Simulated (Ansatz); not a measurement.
Total energies of the cluster BeF₂⁻ from Ansatz at PBE-D4/def2-TZVPD, gas phase (1 Eh = 27.2114 eV = 2625.5 kJ/mol). The reference geometry is relaxed at PBE-D4/def2-TZVPD.

Cartesian coordinates in Å:
```
Be 0.088 -0.243 0.323
F -1.273 0.267 0.281
F 1.186 -0.025 -0.605
```

```csv
state,geometry,energy (Eh)
charge -1 doublet,reference,-214.46591
charge 0 singlet,reference,-214.43883
charge -1 quartet,relaxed at PBE-D4/def2-TZVPD,-214.21889
```

Work out the vertical ionisation energy to the singlet.

E(charge 0 singlet) − E(charge -1 doublet) = -214.43883 − (-214.46591) = 0.02708 Eh = 0.74 eV. For comparison, −ε of the highest occupied level of the spin that leaves is -1.80 eV at this level, 2.54 eV less.

Which of the charge -1 states is lowest, and how far above it are the others?

The doublet. quartet: -214.21889 − (-214.46591) = 0.24702 Eh = 648.6 kJ/mol.

At PBE-D4/def2-TZVPD the highest occupied level of the charge -1 doublet lies above zero (up to 1.80 eV). By energy differences its removal costs 0.74 eV (vertical, to the charge 0 singlet, at PBE-D4/def2-TZVPD); a positive level beside a positive removal energy at the same level points to self-interaction error. At PBE-D4/def2-TZVPD the highest occupied level of the charge -1 quartet lies above zero (up to 2.24 eV). It is a level of α spin, whose loss leaves a triplet; that state wasn't run at this geometry and level. The electron is either unbound and held by the finite basis, or the level is raised by self-interaction error. 

The structure comes from a short search, and lower isomers may exist.
